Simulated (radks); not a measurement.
The fluorine anion F-, [Ne], held by a Watson sphere: a shell of charge +1 at radius R that stands for the Madelung well of a crystal (potential energy -1/R inside, -1/r outside, in hartree with lengths in bohr). Calculated with a radial shooting solver on a logarithmic mesh with Libxc functionals: non-relativistic Kohn-Sham, LDA (Slater exchange, Perdew-Wang correlation), spin-polarised, spherical densities, point nucleus. Response by self-consistent Sternheimer equations with the Hartree and adiabatic LDA kernel. The sphere does not respond.

| R (bohr) | e(1s) (eV) | e(2s) (eV) | e(2p) (eV) | <r> 2p (bohr) | sum of <r^2> (bohr^2) | X-ray form factor at sin(theta)/lambda = 0.2 1/angstrom | alpha (bohr^3) |
|---|---|---|---|---|---|---|---|
| 1.61 | -654.06 | -28.620 | -10.492 | 1.184 | 14.06 | 7.062 | 6.215 |
| 1.65 | -654.03 | -28.463 | -10.362 | 1.188 | 14.17 | 7.051 | 6.366 |
| 1.68 | -654.00 | -28.348 | -10.265 | 1.191 | 14.24 | 7.042 | 6.482 |
| 2.01 | -653.56 | -27.177 | -9.248 | 1.221 | 15.01 | 6.967 | 7.824 |
| 2.86 | -652.06 | -24.909 | -7.112 | 1.270 | 16.47 | 6.871 | 11.67 |
| 3.3 | -651.34 | -24.048 | -6.263 | 1.286 | 17.00 | 6.851 | 13.73 |
| 3.7 | -650.76 | -23.394 | -5.612 | 1.297 | 17.38 | 6.840 | 15.56 |
| 3.82 | -650.60 | -23.218 | -5.436 | 1.299 | 17.49 | 6.838 | 16.10 |
